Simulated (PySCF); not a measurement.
Run record: excited-state job, `C=C1C=C/C1=C\C=C/F`.

Computed with TDDFT CAM-B3LYP/def2-SVPD, vertical, gas phase, core orbitals frozen in the response (PySCF 2.14.0, density-fitted response routines). Geometry: GFN2-xTB. The input is one job of a driver script: a line of settings, then coordinates in Å.

Command:
```bash
OMP_NUM_THREADS=1 python probes_run.py task.json out
```

Input:
```
{"job": {"kind": "uv", "xc": "CAM-B3LYP", "basis": "def2-SVPD", "nstates": 8, "ntriplets": 3}, "charge": 0, "multiplicity": 1}
C     -2.678109    -0.504948    -0.469711
C     -1.801251     0.258187     0.158012
C     -1.836604     1.478665     0.984884
C     -0.493028     1.480362     1.149528
C     -0.319345     0.265757     0.344450
C      0.691520    -0.509306    -0.058313
C      2.068281    -0.260312     0.279602
C      3.087703    -1.021704    -0.111652
F      2.915897    -2.115262    -0.875090
H     -3.732830    -0.286499    -0.449991
H     -2.372120    -1.375179    -1.024724
H     -2.638158     2.111165     1.316386
H      0.195475     2.120633     1.668148
H      0.485941    -1.374962    -0.672402
H      2.291206     0.599955     0.891404
H      4.127823    -0.857608     0.125542
```

Q: Estimate the output.

A: 
```
coarse grid: 14120 points
cycle   1  E = -408.1596219316  dE =  1.735e+00  |g| = 4.900e-01  |ddm| = 1.284e+01
cycle   2  E = -408.1640155079  dE = -4.394e-03  |g| = 5.391e-01  |ddm| = 2.175e+00
cycle   3  E = -408.2174554292  dE = -5.344e-02  |g| = 6.088e-02  |ddm| = 9.287e-01
cycle   4  E = -408.2182298985  dE = -7.745e-04  |g| = 2.317e-02  |ddm| = 2.510e-01
cycle   5  E = -408.2183667941  dE = -1.369e-04  |g| = 7.133e-03  |ddm| = 8.241e-02
cycle   6  E = -408.2183797779  dE = -1.298e-05  |g| = 2.143e-03  |ddm| = 2.338e-02
cycle   7  E = -408.2183814094  dE = -1.631e-06  |g| = 7.579e-04  |ddm| = 6.475e-03
final grid: 138872 points
cycle   8  E = -408.2983726043  dE = -3.945e-05  |g| = 4.047e-03  |ddm| = 1.998e-01
cycle   9  E = -408.2983730156  dE = -4.113e-07  |g| = 4.273e-03  |ddm| = 2.495e-02
cycle  10  E = -408.2983763716  dE = -3.356e-06  |g| = 6.540e-04  |ddm| = 6.894e-03
cycle  11  E = -408.2983764512  dE = -7.956e-08  |g| = 1.282e-04  |ddm| = 1.363e-03
cycle  12  E = -408.2983764550  dE = -3.793e-09  |g| = 6.596e-05  |ddm| = 5.836e-04
cycle  13  E = -408.2983764561  dE = -1.139e-09  |g| = 1.090e-05  |ddm| = 1.663e-04
cycle  14  E = -408.2983764562  dE = -6.332e-11  |g| = 5.011e-06  |ddm| = 4.936e-05
converged SCF energy = -408.2983764562

Static polarisability (au): isotropic 108.608, principal 56.146 102.025 167.654

Singlet excitations
state   eV       nm        f      main configurations
  1   4.6697    265.5   0.21502   H->L 0.55, H->L+1 0.42
  2   4.9212    251.9   0.13417   H-1->L 0.70, H->L+1 0.18, H->L 0.09
  3   5.2058    238.2   0.64307   H->L+1 0.36, H->L 0.34, H-1->L 0.26
  4   6.1440    201.8   0.00705   H->L+2 0.86
  5   6.2640    197.9   0.49256   H-1->L+1 0.95
  6   6.6227    187.2   0.00433   H->L+3 0.69, H->L+5 0.11
  7   6.7737    183.0   0.00015   H->L+4 0.64, H-1->L+2 0.18
  8   6.9638    178.0   0.02465   H->L+6 0.60, H-2->L 0.36

Triplet excitations (Tamm-Dancoff, eV): 2.6346 3.3898 4.0740
```

The SCF starts on a coarse grid where the log names one; the energy can jump when the final grid takes over, and dE then counts from the start density on the new grid. H and L stand for HOMO and LUMO; the number after each pair is its weight.

Q: Which computed singlet has the largest oscillator strength, and what do all of them sum to?

A: State 3 at 5.21 eV (238 nm), f = 0.643; the 8 states sum to 1.521.

Summary of the converged run: HOMO -7.45 eV, LUMO -0.29 eV; lowest singlet 4.67 eV; lowest triplet 2.63 eV (Tamm–Dancoff); mean polarisability 108.6 au.

Hardware: Arm Neoverse V2, one thread, shared host with 192 logical CPUs at a one-minute load of 42. Cost: 61 s wall (with the writing of density and orbital grids), 1.1 GiB resident at most.

One conformer stands for the species.
Labels such as C1 count atoms from 1, the log's own numbers from 0.
